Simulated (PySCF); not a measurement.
## A ladder of Hamiltonians for Ti⁴⁺ (titanium, charge +4)

Occupied: 1s1/2, 2s1/2, 2p1/2, 2p3/2, 3s1/2, 3p1/2, 3p3/2. Hartree-Fock calculated with PySCF 2.14 in an uncontracted even-tempered set (23 s from 0.056 bohr⁻², ratio 2.3; 17 p from 0.067 bohr⁻², ratio 2.3), Gaussian nucleus throughout. NR is non-relativistic, sf-X2C the spin-free one-electron X2C Hamiltonian, X2C adds the bare one-electron spin-orbit term, X2C-SNSO screens it by Boettger's factors, DC is four-component Dirac-Coulomb, and the Gaunt term is added at first order (total energies over the DC spinors, levels after relaxing the spinors in that mean field). QED terms are absent. Levels marked empty are virtual spinors of this ion; the basis has s and p functions only, so 3d, which can lie below the n = 4 levels, is absent.

| Hamiltonian | E (hartree) | E − E(DC) (hartree) | CPU seconds |
| --- | --- | --- | --- |
| NR | -845.1885 | 4.4604 | 0.6 |
| sf-X2C | -849.5435 | 0.1053 | 0.34 |
| X2C | -849.5518 | 0.0970 | 0.53 |
| X2C-SNSO | -849.5504 | 0.0985 | 0.53 |
| DC | -849.6488 | 0.0000 | 20 |
| DC+Gaunt | -849.3592 | 0.2897 | 38 |

Q: Give the 4p spin-orbit interval with each Hamiltonian that has one.

A: X2C 0.1096; X2C-SNSO 0.09956; DC 0.09751; DC+Gaunt 0.09450 (eV).

| level (eV) | NR | sf-X2C | X2C | X2C-SNSO | DC | DC+Gaunt |
| --- | --- | --- | --- | --- | --- | --- |
| 1s1/2 | -5041.7 | -5072.4 | -5072.3 | -5072.4 | -5074.3 | -5069.7 |
| 2s1/2 | -639.11 | -645.21 | -645.20 | -645.20 | -645.36 | -645.10 |
| 2p1/2 | -540.17 | -540.79 | -545.21 | -544.80 | -544.80 | -544.30 |
| 2p3/2 | -540.17 | -540.79 | -538.62 | -538.81 | -538.91 | -538.59 |
| 3s1/2 | -129.76 | -130.68 | -130.68 | -130.68 | -130.69 | -130.67 |
| 3p1/2 | -99.344 | -99.416 | -99.996 | -99.943 | -99.937 | -99.886 |
| 3p3/2 | -99.344 | -99.416 | -99.130 | -99.156 | -99.165 | -99.138 |
| 4s1/2 (empty) | -32.344 | -32.484 | -32.484 | -32.484 | -32.487 | -32.482 |
| 4p1/2 (empty) | -26.677 | -26.697 | -26.771 | -26.764 | -26.763 | -26.756 |
| 4p3/2 (empty) | -26.677 | -26.697 | -26.661 | -26.665 | -26.666 | -26.662 |

Weight of the small component: 1s1/2 0.00621, 2s1/2 0.00110, 2p1/2 0.00106, 2p3/2 0.00105, 3s1/2 0.000231, 3p1/2 0.000202, 3p3/2 0.000201, 4s1/2 4.47e-05, 4p1/2 3.64e-05, 4p3/2 3.62e-05.

Koopmans' value for the highest occupied level at DC+Gaunt: 99.138 eV, against an ionisation energy of 99.299 ± 0.012 eV (measured; NIST Atomic Spectra Database, ionization energies); the former lacks relaxation, correlation, QED and recoil.

The whole ladder took 65 s of wall time on 1 thread of Intel(R) Xeon(R) Platinum 8488C (shared host), launched as `OMP_NUM_THREADS=1 python relrun2.py TASK.json OUT` (a driver that calls PySCF for each Hamiltonian).
